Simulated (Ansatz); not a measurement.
`O[SiH](O)[SiH3]`, relaxed with RKS PBE0-D4/def2-TZVP in Ansatz from a PBE-D4/def2-SVP geometry. The force threshold is 0.005 eV/Å; the program also tests the step.

The species carries charge 0 and has multiplicity 1.

Start:

```xyz
10

O     1.735    0.250    0.996
Si    0.319    0.727    0.218
O    -0.932    1.099    1.282
Si   -0.555   -1.021   -1.093
H     1.667   -0.596    1.473
H     0.756    1.931   -0.571
H    -0.784    1.892    1.828
H    -0.822   -2.218   -0.215
H     0.451   -1.431   -2.137
H    -1.835   -0.632   -1.781
```

```
step  energy (eV)  largest force (eV/Å)  largest move (Å)
   1  -19940.8359                 0.796             0.000
   2  -19940.8833                 0.604             0.036
   3  -19940.8959                 0.138             0.034
   4  -19940.8973                 0.173             0.038
   5  -19940.8994                 0.127             0.028
   6  -19940.9008                 0.083             0.020
   7  -19940.9013                 0.015             0.013
   8  -19940.9013                 0.006             0.009
   9  -19940.9013                 0.002             0.004
```

End:

```xyz
10

O     1.703    0.256    0.998
Si    0.323    0.706    0.219
O    -0.897    1.098    1.255
Si   -0.555   -1.026   -1.093
H     1.677   -0.550    1.516
H     0.752    1.894   -0.563
H    -0.780    1.872    1.809
H    -0.819   -2.222   -0.245
H     0.423   -1.412   -2.147
H    -1.825   -0.616   -1.749
```

Run time 7 s (2 threads of an AMD EPYC 7R13 on a shared host and a share of an NVIDIA H100 80 GB); peak host memory 0.86 GiB.
